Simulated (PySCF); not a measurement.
# What binds SbO: the parts of the energy along the bond

State: ²Π, doublet, unpaired electrons π ↑. ROHF-based CCSD(T) in PySCF 2.14 with Sb cc-pwCVDZ-PP with ECP28, O aug-cc-pVDZ and Sb cc-pwCVTZ-PP with ECP28, O aug-cc-pVTZ (frozen core orbitals: 5; scalar-relativistic core potentials). Correlation energies are extrapolated as n⁻³ (n = 2, 3), Hartree–Fock as (n+1)·exp(−9√n). All energies in eV from Sb + O.

```json
{"R (Å)": "1.6032", "HF/CBS": "0.487", "CCSD corr.": "-2.982", "(T)": "-0.3808", "total": "-2.876"}
{"R (Å)": "1.6760", "HF/CBS": "-0.168", "CCSD corr.": "-3.072", "(T)": "-0.4267", "total": "-3.667"}
{"R (Å)": "1.7489", "HF/CBS": "-0.395", "CCSD corr.": "-3.179", "(T)": "-0.4786", "total": "-4.052"}
{"R (Å)": "1.8218", "HF/CBS": "-0.323", "CCSD corr.": "-3.296", "(T)": "-0.5365", "total": "-4.156"}
{"R (Å)": "1.8946", "HF/CBS": "-0.051", "CCSD corr.": "-3.419", "(T)": "-0.6002", "total": "-4.071"}
{"R (Å)": "1.9857", "HF/CBS": "0.469", "CCSD corr.": "-3.578", "(T)": "-0.6886", "total": "-3.798"}
{"R (Å)": "2.0768", "HF/CBS": "1.099", "CCSD corr.": "-3.737", "(T)": "-0.7904", "total": "-3.428"}
```

A fit to the total gives Re = 1.8204 Å, De = 4.156 eV, ωe = 827.0 cm⁻¹, Be = 0.3601 cm⁻¹ (masses 120.9038 and 15.9949 u).

Question: At R = 1.8218 Å the CCSD correlation energy is -0.579508 hartree in the smaller basis and -0.802695 in the larger. Extrapolate it.

Answer: (3³·E3 − 2³·E2)/(3³ − 2³) = -0.89667 hartree; the larger basis holds 89.5 % of it.

The T1 diagnostic is 0.033. The state was picked by a PBE0 search and need not be the measured ground state. Spin–orbit coupling, excitations beyond (T) and corrections to the Born–Oppenheimer picture are left out, and spin–orbit coupling matters for open p, d or f shells this heavy.
